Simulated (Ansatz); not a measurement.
Born–Oppenheimer molecular dynamics of CH5AlBClO (10 atoms, charge 0, multiplicity 1). It starts at the highest image of a converged band, a first-order saddle point between two minima.

Method: RKS PBE/STO-3G in Ansatz.

* ensemble: NVE (velocity Verlet)
* time step: 0.5 fs
* steps asked: 200
* starting velocities drawn for: 100 K
* seed: 6766

First frame:

```xyz
10
Properties=species:S:1:pos:R:3
C 0.455 -1.789 0.755
Al 0.561 -0.154 -0.247
Cl 2.317 0.035 -1.399
B -0.814 1.355 -0.296
O -0.544 2.458 -1.057
H 1.311 -2.461 0.578
H 0.414 -1.589 1.840
H -0.462 -2.352 0.507
H -1.835 1.308 0.311
H -1.321 3.137 -0.989
```

Question: How far do the bonds stretch over the last three quarters of this one trajectory? (Pairs bonded in most of those frames.)

Answer: 
| bond | mean (Å) | spread (Å) | shortest | longest |
| --- | --- | --- | --- | --- |
| C1–Al2 | 1.920 | 0.015 | 1.90 | 1.95 |
| C1–H6 | 1.102 | 0.009 | 1.08 | 1.12 |
| C1–H7 | 1.105 | 0.008 | 1.09 | 1.12 |
| C1–H8 | 1.104 | 0.011 | 1.09 | 1.12 |
| Al2–Cl3 | 2.107 | 0.006 | 2.10 | 2.12 |
| Al2–B4 | 2.041 | 0.011 | 2.02 | 2.06 |
| B4–O5 | 1.369 | 0.007 | 1.36 | 1.39 |
| B4–H9 | 1.190 | 0.013 | 1.17 | 1.21 |
| O5–H10 | 1.034 | 0.007 | 1.02 | 1.04 |

Mean temperature of the second half: 61 K. The conserved energy stayed within 0.045 meV per atom of its start (net change 0.038 meV per atom), so the integration is sound. A run of 0.1 ps of so small a system gives no equilibrium averages. The orbitals stay closed-shell, which can raise the energy where a bond breaks towards radicals; this wasn't checked here. Limits of this set-up: minimal basis.

Run time: 6.3 min on 1 thread of Arm Neoverse V1 (shared host), peak memory 0.091 GiB.
